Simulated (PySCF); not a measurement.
## Si2PH8N

Si2PH8N is a small molecule, neutral, singlet. The structure, one conformer, was relaxed in the gas phase by PBE0-D3(BJ)/def2-SVP. No frequency run checks that it is a minimum.

SMILES: NP([SiH3])[SiH3]

```
atom   x (Å)   y (Å)   z (Å)
 Si1   1.282   1.267  -0.038
  P2  -0.654   0.441   0.800
 Si3  -1.277  -0.526  -1.150
  N4   0.059  -1.016   1.530
  H5   2.135   1.678   1.119
  H6   0.957   2.477  -0.854
  H7   2.038   0.277  -0.865
  H8  -1.799   0.549  -2.049
  H9  -0.170  -1.269  -1.826
 H10  -2.383  -1.486  -0.847
 H11   0.536  -0.760   2.395
 H12  -0.686  -1.659   1.802
```

Shieldings: GIAO PBE0/pcSseg-2. Shifts are against computed references at the same level: H TMS (σ 31.24 ppm), Si TMS (σ 341.3 ppm). Core levels by delta-SCF with SCAN, pcX-2 on the ionised atom and pcseg-1 elsewhere, spin-free X2C (2p3/2 is the spin-free 2p value less a third of a first-order spin-orbit splitting); from the vacuum level, for chosen atoms.

Problem. Give the shieldings and core levels atom by atom.

Solution. 
```csv
atoms,bonded to,σ (ppm),δ (ppm),core level (eV)
Si1 Si3,1 P + 3 H,406.3,-65.0,2p3/2 106.55
P2,1 N + 2 Si,396.8,-,2p3/2 136.11
N4,1 P + 2 H,267.7,-,1s 404.90
H5 H6 H7,1 Si,27.08,4.16,-
H8 H9 H10,1 Si,27.07,4.18,-
H11,1 N,31.87,-0.62,-
H12,1 N,31.86,-0.61,-
```

Values are those of this one static structure, with the three H of a rotating XH3 group averaged; atoms that internal rotation interchanges would show their mean in an NMR spectrum.

Problem. By CAM-B3LYP/def2-SVPD (TDDFT singlets, Tamm-Dancoff triplets, ionisation by delta-SCF), where does absorption start, and what does vertical ionisation take?

Solution. The lowest singlet lies at 4.54 eV (f 0.011), the strongest of the first 6 at 5.62 eV (f 0.085), the lowest triplet at 3.93 eV; vertical ionisation takes 8.26 eV.
